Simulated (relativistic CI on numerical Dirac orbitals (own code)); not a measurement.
**Ligand-field terms of d4**

Computed with a parametric ligand-field model of a d^n configuration (Racah B and C, spin-orbit zeta, crystal field), exact diagonalisation.

Field parameters in Wybourne normalisation: Td as Oh with Dq negative (B⁴₀ = 21Dq, B⁴₄ = √(5/14) B⁴₀). The field is a parameter set, without covalency.

B = 300 cm⁻¹, C = 1510 cm⁻¹ (C/B = 5.03), Td, no spin-orbit coupling. Tanabe-Sugano data, E/B above the lowest term (Δ = |10Dq|; b, c mark the second and third term of a kind):

```csv
Δ/B,5T2,5E,3T1,3T2,3T1(b),1A1,1T1
1.0,0.00,1.00,23.91,24.20,24.86,35.48,35.84
2.8,0.00,2.80,23.05,24.05,25.29,33.06,34.64
4.6,0.00,4.60,21.80,23.61,25.33,30.14,33.18
6.4,0.00,6.40,20.37,22.92,25.34,27.03,31.62
8.2,0.00,8.20,18.85,22.04,25.34,23.82,30.01
10.0,0.00,10.00,17.27,20.99,25.35,20.54,28.37
11.8,0.00,11.80,15.65,19.81,25.35,17.21,26.70
13.6,0.00,13.60,14.01,18.54,25.36,13.85,25.01
15.4,0.00,15.40,12.35,17.20,25.37,10.46,23.31
17.2,0.00,17.20,10.68,15.79,25.37,7.05,21.60
19.0,0.00,19.00,8.99,14.33,25.38,3.61,19.87
20.8,0.00,20.80,7.29,12.84,25.39,0.17,18.14
```

The ground term stays 5T2.
